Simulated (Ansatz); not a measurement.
AlH3 (SMILES [AlH3]) moved off its minimum; all values from Ansatz (a program for electronic structure), cores frozen in correlated methods.
(charge 0, multiplicity 1)
```xyz
4

Al     0.06391    -0.08573     0.05584
H      0.55860    -0.50426     1.37276
H     -0.28677     1.57819    -0.25897
H     -0.37842    -1.08262    -1.11189
```

```tsv
level	largest force (eV/Å)	on atom	rms difference from CCSD(T)/aug-cc-pV(T+d)Z (eV/Å)	dipole (D)
HF/def2-TZVPP	3.33	Al1	0.064	0.85
PBE/def2-TZVPP	3.13	Al1	0.084	0.71
r2SCAN/def2-TZVPP	3.18	Al1	0.008	0.76
B3LYP/def2-TZVPP	3.16	Al1	0.024	0.76
wB97M-V/def2-TZVPP	3.16	Al1	0.062	0.79
MP2/aug-cc-pV(T+d)Z	3.24	Al1	0.048	0.79
CCSD(T)/aug-cc-pV(T+d)Z	3.18	Al1	0.000	0.76
```

The differences count from one level among others, with limits of its own. Forces at CCSD(T)/aug-cc-pV(T+d)Z (eV/Å):

```tsv
atom	Fx	Fy	Fz
Al1	-1.357	1.922	-2.146
H2	0.741	-0.591	1.631
H3	0.413	-1.342	0.311
H4	0.204	0.011	0.204
```
